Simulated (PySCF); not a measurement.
C2H6AlCl, SMILES C[CH2][AlH][Cl]. Atoms are numbered in the order given.

```xyz
10

Al    -0.1642    -0.4655     0.3424
H     -0.6471    -1.8829     0.8595
Cl     0.2744     0.9729     1.8295
C      0.0517     0.0438    -1.5302
C     -0.2724    -1.0376    -2.5610
H      1.0898     0.4056    -1.6537
H     -0.5688     0.9442    -1.6977
H     -1.3157    -1.3832    -2.4815
H      0.3649    -1.9281    -2.4382
H     -0.1301    -0.6812    -3.5942
```
Charge 0, spin multiplicity 1.

Coordinates come from a PBE0-D3(BJ)/def2-SVP optimisation. The structure was generated by enumeration; whether it is a known compound was not checked. The values are those of a single conformer.

Two levels are set side by side: PBE/pcSseg-1 (PySCF) and KT2/pcSseg-1 (PySCF). GIAO shifts against HCl (³⁵Cl), TMS (¹H), TMS (¹³C) at the same level; non-relativistic, no solvent, atoms listed together averaged. Without spin–orbit terms, shifts of atoms bonded to Cl or Br come out too high at both levels. Differences are taken from unrounded values.

```csv
quantity,KT2,PBE,PBE minus KT2
δ(¹H) of H2 (ppm),5.65,5.65,0.00
δ(³⁵Cl) of Cl3 (ppm),108.2,108.1,-0.1
δ(¹³C) of C4 (ppm),12.5,11.7,-0.7
δ(¹³C) of C5 (ppm),11.6,11.1,-0.5
"δ(¹H) of H6, H7 (ppm)",0.79,0.77,-0.03
```

Rough cost on one machine, each run with all the roots and properties that it gave: KT2 against PBE within a factor of 2.
